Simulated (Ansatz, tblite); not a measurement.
Removing an electron: the cluster As₂Se₃⁻ (the lowest doublet isomer of a short search). Charge -1, multiplicity 2. Geometry: PBE-D4/def2-SVPD. Ansatz, gas phase; energy differences of separate SCF runs; the oxidised species is a triplet (the singlet lies 0.02 eV higher at PBE0-D4/def2-TZVPD).

```xyz
5

As    0.5409   -1.2207    0.0898
As   -0.6107    1.1460    0.3255
Se   -2.8590    0.7440    0.4026
Se    2.6230   -0.9999    1.0055
Se    0.3058    0.3306   -1.8235
```

The xTB rows come from tblite. The order of the spin states hangs on the level: the singlet lies 0.05 eV below the triplet at PBE-D4/def2-TZVPD, but 0.01 eV above it at r2SCAN-D4/def2-TZVPD. The singlet is doubtful at r2SCAN-D4/def2-TZVPD (restricted singlet with a triplet 0.01 eV lower at the same geometry). The structure comes from a short search, and lower isomers may exist.

| level | −HOMO (eV) | vertical IE (eV) | −LUMO (eV) | HOMO–LUMO gap (eV) |
| --- | --- | --- | --- | --- |
| GFN1-xTB | – | 7.14 | – | – |
| GFN2-xTB | – | 8.56 | – | – |
| r2SCAN-D4/def2-TZVPD | 1.64 | 3.76 | 0.88 | 0.77 |

Question: Estimate the rows for PBE-D4/def2-TZVPD, PBE0-D4/def2-TZVPD.

Answer: 
| level | −HOMO (eV) | vertical IE (eV) | −LUMO (eV) | HOMO–LUMO gap (eV) |
| --- | --- | --- | --- | --- |
| PBE-D4/def2-TZVPD | 1.42 | 3.60 | 0.85 | 0.57 |
| PBE0-D4/def2-TZVPD | 2.41 | 3.82 | 0.35 | 2.06 |

  HOMO and LUMO are the levels of the spin that leaves or enters (xTB has no such levels and no spin-polarisation term). Other spin states of the ions may lie lower, which would lower the ionisation energy or raise the affinity. Raw xTB energy differences between charge states are shifted by several eV; the methods need an empirical correction for them.
